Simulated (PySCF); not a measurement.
CH6GeNOP.
Atom-mapped SMILES: `[O:1]=[CH:2][NH:3][GeH2:4][PH2:5]` (hydrogens: H6 on C2; H7 on N3; H8, H9 on Ge4; H10, H11 on P5)

Computed by this run: PySCF 2.14.0, PBE0-D3(BJ)/def2-SVP geometry optimisation, gas phase; density fitting, grid level 1; the optimiser is geomeTRIC in internal coordinates, started from a GFN2-xTB structure with every atom displaced at random (about 0.01 Å).

Step 0: E = -70450.2100 eV
```
atom  x, y, z in Å  |  force x, y, z in eV/Å
O1      1.0898   -1.0406   -1.0610   -0.397  -0.651  -0.665
C2      1.7198   -0.3688   -0.2775    0.485  -0.186   0.018
N3      1.1385    0.6185    0.4051    1.476   0.487   1.038
Ge4    -0.6379    0.7561   -0.0139   -0.866   0.589   0.386
P5     -1.7061   -1.1673    0.7152    0.410   0.611   1.298
H6      2.7919   -0.5526   -0.1002    0.428   0.062   0.159
H7      1.7083    1.1390    1.0860   -0.578  -0.233  -0.411
H8     -0.6535    1.2002   -1.4589   -0.252  -0.086  -0.502
H9     -1.0184    1.9874    0.8397   -0.238  -0.084   0.098
H10    -1.4318   -1.8515   -0.4337    0.294  -0.766  -1.220
H11    -2.9625   -0.7463    0.2834   -0.762   0.257  -0.197
```

Task: Estimate the geometry and energy of step 1. (The exact step hangs on the optimiser's Hessian estimate; all steps are aligned on step 0, rigid shifts and turns removed.)

Result: E = -70450.3945 eV, largest force 0.529 eV/Å
```
atom  x, y, z in Å  |  force x, y, z in eV/Å
O1      1.2222   -1.1153   -1.0692    0.152   0.060   0.098
C2      1.8146   -0.3982   -0.2828   -0.133  -0.106  -0.090
N3      1.1933    0.5942    0.3890   -0.496  -0.041  -0.178
Ge4    -0.6613    0.7763    0.0129    0.411   0.199   0.004
P5     -1.7456   -1.1391    0.7192   -0.051  -0.105  -0.145
H6      2.9043   -0.5188   -0.0701   -0.039   0.035   0.013
H7      1.7037    1.1504    1.0623    0.082   0.038   0.046
H8     -0.7971    1.1641   -1.4737   -0.003  -0.095   0.094
H9     -1.0733    1.9774    0.8938    0.004  -0.067   0.017
H10    -1.4856   -1.8456   -0.4991   -0.038   0.085   0.123
H11    -3.0371   -0.6713    0.3019    0.110  -0.004   0.019
```

The energy changes by -0.1845 eV. The first-order estimate −F·Δx gives -0.4165 eV and the mean of the old and new forces, exact on a quadratic surface, -0.1892 eV. The step makes an angle of 68° with the force vector and moves no atom by more than 0.152 Å.

What follows is the cost of the whole optimisation. The run took 39 s wall on one thread of an Arm Neoverse V2, shared host with 192 logical CPUs at a one-minute load of 36, and the process peaked at 0.50 GiB of memory.
